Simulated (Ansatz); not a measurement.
```xyz
11

C     0.432    1.849   -0.885
Al    0.079   -0.058   -1.016
Cl    0.292   -0.984   -2.898
Si   -0.549   -1.555    0.850
O     0.308   -1.273    2.225
F    -2.114   -1.299    1.134
H     0.234    2.361   -1.830
H     1.488    2.017   -0.641
H    -0.161    2.326   -0.100
H    -0.387   -3.010    0.614
H     0.379   -0.374    2.546
```

The species carries charge 0 and has multiplicity 1.

Problem. List the r2SCAN/def2-TZVPP orbital energies in eV (Ansatz). (Best estimate.)

Solution. Computed: Occupied: -2753.03, -1792.17, -1517.69, -666.00, -516.24, -272.76, -254.43, -192.93, -192.87, -192.84, -142.44, -111.16, -97.36, -97.30, -97.26, -71.51, -71.32, -71.23, -31.08, -26.79, -20.93, -18.06, -14.78, -12.81, -11.23, -11.12, -10.59, -10.44, -10.39, -9.94, -9.38, -8.73, -8.46, -8.40, -8.11, -6.48. Lowest empty: -2.32, -1.01, -0.37, 0.92, 1.24, 1.71, 2.20, 2.66.
